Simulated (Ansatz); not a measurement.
C₂H₈GaNSi, relaxed with RKS PBE-D4/def2-SVP in Ansatz 0.2.0 from a rough embedded geometry. The force threshold is 0.03 eV/Å; the program also tests the step.

The species carries charge 0 and has multiplicity 1. The bonds changed during the relaxation, so this is another structure than the one it started from.

Start:

```xyz
13

C    -0.290   -1.250    1.262
N     0.412   -0.026    0.940
C     1.659   -0.359    0.301
Ga    0.643    1.218    0.223
Si   -1.388    1.373   -1.320
H    -1.200   -1.010    1.837
H    -0.492   -1.875    0.399
H     0.397   -1.848    1.996
H     2.420    0.363    0.479
H     1.487   -0.445   -0.834
H    -2.309    1.998   -2.261
H    -0.047    1.939   -1.435
H    -1.292   -0.077   -1.586
```

```tsv
step	energy (eV)	largest force (eV/Å)	largest move (Å)
1	-63912.4564	18.360	0.000
2	-63916.1873	7.754	0.198
3	-63917.9107	2.938	0.195
4	-63918.7372	1.074	0.195
5	-63919.0839	0.910	0.195
6	-63919.3004	1.022	0.200
7	-63919.5352	0.666	0.195
8	-63919.7373	0.816	0.192
9	-63919.9115	1.828	0.197
10	-63920.0282	1.909	0.195
11	-63920.2082	0.893	0.200
12	-63920.2852	0.755	0.194
13	-63920.3318	0.391	0.144
14	-63920.3524	0.421	0.158
15	-63920.3758	0.249	0.180
16	-63920.3859	0.220	0.085
17	-63920.3933	0.110	0.046
18	-63920.4012	0.094	0.154
19	-63920.4045	0.087	0.059
20	-63920.4087	0.103	0.133
21	-63920.4097	0.058	0.057
22	-63920.4106	0.041	0.032
23	-63920.4107	0.036	0.022
24	-63920.4111	0.027	0.016
```

End:

```xyz
13

C    -0.211   -1.191    1.100
N     0.634   -0.071    0.686
C     1.798   -0.312    0.183
Ga   -0.364    1.815    1.184
Si   -1.212    1.344   -1.230
H    -1.134   -0.805    1.584
H    -0.516   -1.792    0.219
H     0.312   -1.847    1.826
H     2.428    0.534   -0.145
H     2.186   -1.342    0.052
H    -2.262    2.243   -1.851
H     0.027    1.499   -2.101
H    -1.686   -0.075   -1.506
```

Hardware: 2 threads of an AMD EPYC 7R13 on a shared host. Wall time 69 s, peak host memory 0.2 GiB.
